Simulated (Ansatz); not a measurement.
BFH₄O₂Si, SMILES `OB[SiH](O)F` at its PBE0-D4/def2-TZVP geometry, where that method's forces vanish. The species carries charge 0 and has multiplicity 1.

```xyz
9

O     1.5498    1.3382    0.6051
B     0.5487    0.4811    0.8985
Si   -0.2427   -0.6101   -0.6127
O    -1.8478   -0.2731   -0.6393
F    -0.0192   -2.1701   -0.2965
H     1.8787    1.8268    1.3656
H     0.1567    0.3881    2.0333
H     0.3429   -0.4095   -1.9668
H    -2.3670   -0.5715   -1.3874
```

(1) What forces (eV/Å) does PBE-D4/def2-TZVPP give on these atoms in Ansatz 0.2.0? (An estimate is asked.)

Results:

(1) The calculation gave: 
```
O1   0.201  0.065 -0.487
B2  -0.303 -0.239  0.043
Si3  0.321  0.400 -0.037
O4  -0.290  0.264  0.361
F5   0.115 -0.624  0.138
H6   0.169  0.244  0.381
H7  -0.045 -0.015  0.132
H8   0.085  0.029 -0.175
H9  -0.252 -0.125 -0.356
```
